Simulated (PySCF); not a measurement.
Task: Write Cartesian coordinates for Me2PhSiCl (`C[Si](C)(Cl)C1=CC=CC=C1`) as optimised with GFN2-xTB.

Result: 
```xyz
21
C8H11ClSi angstrom
C     -2.087   -1.242    1.424
Si    -1.424   -0.479   -0.192
C     -2.438    1.053   -0.686
Cl    -1.619   -1.877   -1.674
C      0.422   -0.077   -0.023
C      0.918    1.207   -0.230
C      2.269    1.481   -0.110
C      3.155    0.471    0.222
C      2.681   -0.813    0.432
C      1.330   -1.080    0.309
H     -3.133   -1.519    1.326
H     -1.537   -2.140    1.690
H     -2.005   -0.549    2.256
H     -2.379    1.831    0.070
H     -3.486    0.798   -0.811
H     -2.091    1.474   -1.625
H      0.239    2.005   -0.491
H      2.631    2.485   -0.278
H      4.210    0.683    0.316
H      3.366   -1.607    0.690
H      0.971   -2.087    0.467
```

Orientation and origin are arbitrary. Atoms count from 1 in this order. The 6-membered ring C5–C6–C7–C8–C9–C10 has internal angles of 117.8° to 121.3° (sum 720°, against 720° for a flat polygon); it is planar, 0.00 Å rms from its mean plane, widest ring torsion 0°. Si2 (chlorine-bound silicon) is tetrahedral (angles from 107.5° to 111.8°). Of the pairs four or more bonds apart, C3···H17 is among the closest relative to their van der Waals radii: 2.85 Å, 98 % of the sum of Bondi's values.

Bonds between heavy atoms (Å): C1–Si2 1.906, Si2–C3 1.903, Si2–Cl4 2.046, Si2–C5 1.897, C5–C6 1.392, C6–C7 1.383, C7–C8 1.384, C8–C9 1.385, C9–C10 1.382, C5–C10 1.394.

Computed geometry: GFN2-xTB, gas phase.

Point group: C1 (no symmetry element, even within 0.4 Å). Stationary, but not proved a minimum. One conformer, not necessarily the lowest (C1–Si2–C5–C6 -123°).
